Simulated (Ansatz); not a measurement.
An input meant for the cluster Na3Li⁻ (charge -1, doublet; atoms displaced at random, 0.03 Å in each coordinate).

```yaml
crystal:
  periodic: [false, false, false]
  atoms:
    - {symbol: Li, position_ang: [-1.357020, -0.378738, 0.341938]}
    - {symbol: Na, position_ang: [1.727656, 0.588411, -0.369732]}
    - {symbol: Na, position_ang: [0.668620, -0.200199, 2.938643]}
    - {symbol: Na, position_ang: [-0.916466, 0.086671, -2.806270]}
basis:
  gaussian: {orbitals: def2-mTZVP, final_grid: {core_spheres: 1, valence_spheres: 1, degree: 5}}
total_charge: -1
magnetization: {spin_polarized: true, initial_magnetization: 1}
hamiltonian: {xc: {name: wB97M-V}}
```

```sh
$ ansatz run in.yaml --threads 4 --pin off --events-out ev --progress --plain --max-ram 3916MiB
```

Output, abridged:

```
Functional definition: wB97M-V
  name "wB97M-V"
  cite "Mardirossian & Head-Gordon, J. Chem. Phys. 144, 214110 (2016) doi:10.1063/1.4952647"
  cite "Becke, J. Chem. Phys. 107, 8554 (1997) doi:10.1063/1.475007"
  cite "Vydrov & Van Voorhis, J. Chem. Phys. 133, 244103 (2010) doi:10.1063/1.3521275"
  # Of w^i u^j: cxij and so on, Table III.
  parameter omega = 0.3/bohr
  parameter cx = 0.15
  parameter cx01 = 1.007
  parameter cx10 = 0.259
  parameter css00 = 0.443
  parameter css04 = -1.437
  parameter css10 = -4.535
  parameter css20 = -3.390
  parameter css43 = 4.278
  parameter cos00 = 1.000
  parameter cos10 = 1.358
  parameter cos20 = 2.924
  parameter cos21 = -8.812
  parameter cos60 = -1.390
  parameter cos61 = 9.142
  parameter b = 6.0
  parameter c = 0.01
  gx(w, u) = 1 - cx + cx01*u + cx10*w
  gss(w, u) = css00 + css04*u^4 + css10*w + css20*w^2 + css43*w^4*u^3
  gos(w, u) = cos00 + cos10*w + (cos20 + cos21*u)*w^2 + (cos60 + cos61*u)*w^6
  exchange = spin_sum(e_x_unif_sr(omega)*gx(b97_w, b97_u_x)) + cx*exact_x_sr(omega) + exact_x_lr(omega)
  correlation = spin_sum(e_c_pw_mod_same_spin*gss(b97_w, b97_u_same))
      + integral(e_c_pw_mod_opposite_spin*gos(b97_w_opposite, b97_u_opposite)) + vv10(b, c)
581 factors; integrals over basis functions are off by at most 8.2e-5 eV
232 factors; integrals over basis functions are off by at most 4.0e-5 eV
mean field evaluation 1: about -13451.3808 eV, gradient 3.2e0 eV
mean field evaluation 2: about -13451.4815 eV, gradient 1.8e0 eV
mean field evaluation 4: about -13451.4992 eV, gradient 3.2e-1 eV
mean field evaluation 8: about -13451.3947 eV, gradient 9.9e-2 eV
mean field evaluation 16: about -13451.3976 eV, gradient 2.4e-4 eV
mean field -13451.39755640 eV, -494.3297425129 hartree, gradient 2.9e-5 eV, S^2 0.753299; 6 other end points of the search recorded, 0 dependent functions left out
reference -13451.39758818 eV, -494.3297436808 hartree; 19, 18 occupied and 31, 32 virtual orbitals, 581 factors
Total energy: -13451.39758818 eV, -494.3297436808 hartree
```

In this input the integration grid is far too coarse. The run converged. The result belongs to that input, not to the species as meant.

The highest occupied level of an anion often lies above zero with these methods, and sets without diffuse functions describe the outer electron poorly.
